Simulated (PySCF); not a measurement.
Species: C₆H₆F₂.
SMILES with atom numbers: `[CH2:1]=[C:2]([F:3])/[CH:4]=[CH:5]/[CH:6]=[CH:7]\[F:8]` (hydrogens: H9, H10 on C1; H11 on C4; H12 on C5; H13 on C6; H14 on C7)

Torsions of this conformer, `[CH2:1]=[C:2]([F:3])/[CH:4]=[CH:5]/[CH:6]=[CH:7]\[F:8]`: C1–C2–C4–C5 180°, C4–C5–C6–C7 -179°.

The closed-shell ground state was solved at several levels (PySCF, density fitting, gas phase, non-relativistic). Geometry: PBE0-D3(BJ)/def2-SVP, one conformer, isolated molecule.

```json
{"level": "B3LYP/pcJ-1", "basis functions": "276", "HOMO (eV)": "-6.20", "LUMO (eV)": "-1.80", "gap (eV)": "4.40", "dipole (D)": "2.60"}
{"level": "PBE0/pcSseg-1", "basis functions": "166", "HOMO (eV)": "-6.41", "LUMO (eV)": "-1.64", "gap (eV)": "4.77", "dipole (D)": "2.59"}
{"level": "CAM-B3LYP/def2-SVPD", "basis functions": "214", "HOMO (eV)": "-7.64", "LUMO (eV)": "-0.69", "gap (eV)": "6.95", "dipole (D)": "2.67"}
```

Q: Estimate the row for B3LYP/pcSseg-1, a basis of 166 functions; the other rows only guide the guess.

A: HOMO -6.21 eV, LUMO -1.81 eV, gap 4.40 eV, dipole 2.56 D.

Q: How far do the dipole and the HOMO energy spread over the levels?

A: The dipole runs from 2.56 to 2.67 D (mean 2.61 D) and the HOMO from -7.64 to -6.20 eV.
